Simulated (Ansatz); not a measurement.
Species: sum formula H$_{3}$SiO, charge 0, multiplicity 2. SMILES: [O][SiH3]
Geometry: optimised at B3LYP-D3(BJ)/def2-TZVP (Ansatz, an electronic-structure program).

PBE beside other levels, property by property. Correlated levels leave the core frozen unless marked. UHF or UKS for open shells. No spin-orbit coupling. Non-relativistic. CBS(X,Y): correlation extrapolated as X^-3; Hartree-Fock from the larger set. [CCSD(T)-MP2]/basis is that difference in the basis named. Atomisation energies are electronic, to ground-state atoms; the column to compare with has the core term from cc-pwCVTZ added, other frozen-core levels have none. Vertical energies are electronic, to the SCF solution reached for that spin. Anions need diffuse functions, of which def2-TZVPD holds fewer than the aug- sets. The coupled-cluster column (Ansatz) is a level with limits of its own: RI-MP2/CBS(aug-cc-pV(T+d)Z,aug-cc-pV(Q+d)Z)+[CCSD(T)-MP2]/aug-cc-pV(T+d)Z.

| property | PBE/def2-TZVPD (Ansatz) | r2SCAN/def2-TZVPD (Ansatz) | CAM-B3LYP/def2-TZVPD (Ansatz) | RI-MP2/CBS(aug-cc-pV(T+d)Z,aug-cc-pV(Q+d)Z) (Ansatz) | coupled cluster |
|---|---|---|---|---|---|
| atomisation energy (kcal/mol) | 335.6 | 339.1 | 339.2 | 334.6 | 337.6 |
| vertical electron affinity to the singlet (eV) | 2.77 | 2.61 | 2.71 | 3.29 | 2.90 |

As the rows show:
- atomisation energy: PBE lies 2.0 kcal/mol below coupled cluster.
- vertical electron affinity to the singlet: PBE lies 0.13 eV below coupled cluster.
